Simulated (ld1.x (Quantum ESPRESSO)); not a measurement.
What the settings do to the TM potential of O (Z = 8)

Base potential:

```
Element                 : oxygen (O)
Generator               : ld1.x (Quantum ESPRESSO) 7.5
Type                    : norm-conserving Troullier–Martins (Kleinman–Bylander form)
Functional              : LDA (PZ)
Relativity              : scalar-relativistic
Frozen core             : [He]
Valence charge          : 6
Reference configuration : 2s2 2p4
Partial waves           : 2p (bound): rc 2.10 bohr; 2s (bound): rc 0.80 bohr
Local potential         : the s channel
Core correction         : none
```

Cutoffs, loose and tight: the cutoffs (Ry, on a coarse ladder) from which the occupation-weighted sum of valence levels, in a spherical-Bessel basis at the reference potential, stays within 10 and 1 mRy of its value at 400 Ry. They do not see the model core or the augmentation charge, which bear on the density cutoff. Test errors are all-electron minus pseudo excitation energies from the reference, over the configurations 2s2 2p3; 2s2 2p2; 2s2 2p1; 2s1 2p4; 2s1 2p5; 2s2 2p3.5; 2s2 2p0 (two spin-polarised tests are not counted in the largest error). A dash means not determined; rows that change the core or the reference have their own tests.

| change | outcome | cutoff, loose | cutoff, tight | bound ghosts | largest test error (meV) |
| --- | --- | --- | --- | --- | --- |
| base | generated | 80 Ry | 200 Ry | none | +7296 |
| wave 2s (bound): rc 0.80 bohr becomes 2s (bound): rc 0.52 bohr | generated | 300 Ry | over 300 Ry | none | +7397 |
| wave 2s (bound): rc 0.80 bohr becomes 2s (bound): rc 0.60 bohr | generated | 200 Ry | over 300 Ry | none | +7325 |
| wave 2s (bound): rc 0.80 bohr becomes 2s (bound): rc 0.66 bohr | generated | 140 Ry | 200 Ry | none | +7301 |
| wave 2s (bound): rc 0.80 bohr becomes 2s (bound): rc 0.76 bohr | generated | 80 Ry | 200 Ry | none | +7293 |
| wave 2s (bound): rc 0.80 bohr becomes 2s (bound): rc 0.84 bohr | generated | 80 Ry | 180 Ry | none | +7303 |
| wave 2s (bound): rc 0.80 bohr becomes 2s (bound): rc 0.96 bohr | generated | 70 Ry | 160 Ry | none | +7360 |
| wave 2s (bound): rc 0.80 bohr becomes 2s (bound): rc 1.12 bohr | generated | 50 Ry | 110 Ry | none | +7487 |
| wave 2s (bound): rc 0.80 bohr becomes 2s (bound): rc 1.20 bohr | generated | 45 Ry | 100 Ry | none | +7547 |

Q: What comes out with this change to the base: wave 2s (bound): rc 0.80 bohr becomes 2s (bound): rc 1.04 bohr?

A: outcome: generated; cutoff, loose: 55 Ry; cutoff, tight: 140 Ry; bound ghosts: none; largest test error (meV): +7414.

Reading the sweep of the s radius (base included, trends over the rows without a ghost): The loose cutoff falls from 300 Ry at 0.52 to 45 Ry at 1.2 bohr. A larger radius leaves more room for a smooth pseudo-wave, so fewer plane waves are needed; a smaller one forces it to follow the all-electron wave where it bends sharply. The median size of the test errors (rows with all tests solved) stays near 159.6 meV.
